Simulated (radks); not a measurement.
Polarisabilities and homonuclear dispersion coefficients (atomic units). Level of theory: scalar-relativistic Kohn-Sham, LDA (Slater exchange, VWN5 correlation), spin-unpolarised, spherical densities, finite nucleus; Fermi nuclear charge, rms radius of each element as measured or else 0.836 A^(1/3) + 0.57 fm (a radial shooting solver on a logarithmic mesh with Libxc functionals). Response by self-consistent Sternheimer equations with the Hartree and adiabatic LDA kernel, the relativistic mass of each level held fixed and spin-orbit coupling left out. "Uncoupled" leaves out the induced potential. Quadrupole and octupole values are given only where no p, d or f shell is open.

species	configuration	alpha1 (bohr^3)	alpha1, uncoupled	alpha2 (bohr^5)	alpha3 (bohr^7)	C6	C8	recommended alpha1
Cu	[Ar] 3d10 4s1	39.18	61.35	437.9	6528	250.7	12120	46.5 +/- 0.5
Zn+	[Ar] 3d10 4s1	15.66	23.26	68.98	629.9	65.42	1666	-
Ga2+	[Ar] 3d10 4s1	8.612	12.34	24.02	143.8	26.50	451.4	-
Ge3+	[Ar] 3d10 4s1	5.447	7.612	10.93	47.36	13.15	166.3	-
As4+	[Ar] 3d10 4s1	3.736	5.127	5.771	19.23	7.359	73.26	-
Se5+	[Ar] 3d10 4s1	2.704	3.659	3.356	8.938	4.466	36.31	-
Br6+	[Ar] 3d10 4s1	2.034	2.721	2.089	4.573	2.873	19.57	-
Kr7+	[Ar] 3d10 4s1	1.575	2.087	1.367	2.514	1.931	11.24	-
Rb8+	[Ar] 3d10 4s1	1.248	1.640	0.9311	1.461	1.345	6.784	-

Recommended values: Schwerdtfeger and Nagle, table of static dipole polarisabilities (2023 update), measured or computed.

Beside tabulated values, note that spin-unpolarised runs miss the spin-polarisation part of the exchange energy of open shells.
